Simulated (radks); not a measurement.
Results of a calculation; reference values are marked as such.
The scandium ion Sc+ inside a hard spherical wall (all orbitals vanish at R), configuration held at [Ar] 3d1 4s1 and not refilled when levels cross. Level of theory: non-relativistic Kohn-Sham, r2SCAN, spin-unpolarised, spherical densities, point nucleus; meta-GGA in the generalised Kohn-Sham scheme (a radial shooting solver on a logarithmic mesh with Libxc functionals). Eigenvalues in eV, with the zero of energy where the potential of the charges vanishes at infinity; a dash marks a level that is unbound or too diffuse for the functional's potential to be trusted. A positive occupied level is held by the wall or, in an anion where self-interaction has pushed it up, behind a barrier. The pressure on the wall is -dE/dV.

[
 {"R (bohr)": "free", "E (hartree)": "-760.29569", "kinetic (hartree)": "759.592", "e(3s)": "-63.473", "e(3p)": "-41.668", "e(3d)": "-9.785", "e(4s)": "-9.606", "e(4p, empty)": "-6.073", "e(5s, empty)": "-", "pressure (GPa)": "0"},
 {"R (bohr)": "20", "E (hartree)": "-760.29569", "kinetic (hartree)": "759.592", "e(3s)": "-63.473", "e(3p)": "-41.668", "e(3d)": "-9.785", "e(4s)": "-9.606", "e(4p, empty)": "-6.073", "e(5s, empty)": "-", "pressure (GPa)": "< 0.0001"},
 {"R (bohr)": "12", "E (hartree)": "-760.29568", "kinetic (hartree)": "759.593", "e(3s)": "-63.472", "e(3p)": "-41.667", "e(3d)": "-9.784", "e(4s)": "-9.605", "e(4p, empty)": "-6.070", "e(5s, empty)": "-0.630", "pressure (GPa)": "0.000200"},
 {"R (bohr)": "10", "E (hartree)": "-760.29554", "kinetic (hartree)": "759.594", "e(3s)": "-63.461", "e(3p)": "-41.656", "e(3d)": "-9.774", "e(4s)": "-9.596", "e(4p, empty)": "-6.042", "e(5s, empty)": "0.164", "pressure (GPa)": "0.00488"},
 {"R (bohr)": "8", "E (hartree)": "-760.29346", "kinetic (hartree)": "759.613", "e(3s)": "-63.354", "e(3p)": "-41.551", "e(3d)": "-9.680", "e(4s)": "-9.493", "e(4p, empty)": "-5.808", "e(5s, empty)": "2.451", "pressure (GPa)": "0.106"},
 {"R (bohr)": "5", "E (hartree)": "-760.20908", "kinetic (hartree)": "760.008", "e(3s)": "-61.739", "e(3p)": "-39.976", "e(3d)": "-8.173", "e(4s)": "-6.707", "e(4p, empty)": "-1.417", "e(5s, empty)": "21.661", "pressure (GPa)": "9.50"},
 {"R (bohr)": "2.5", "E (hartree)": "-757.65122", "kinetic (hartree)": "769.061", "e(3s)": "-48.156", "e(3p)": "-25.954", "e(3d)": "9.292", "e(4s)": "48.427", "e(4p, empty)": "61.815", "e(5s, empty)": "193.23", "pressure (GPa)": "1830"}
]
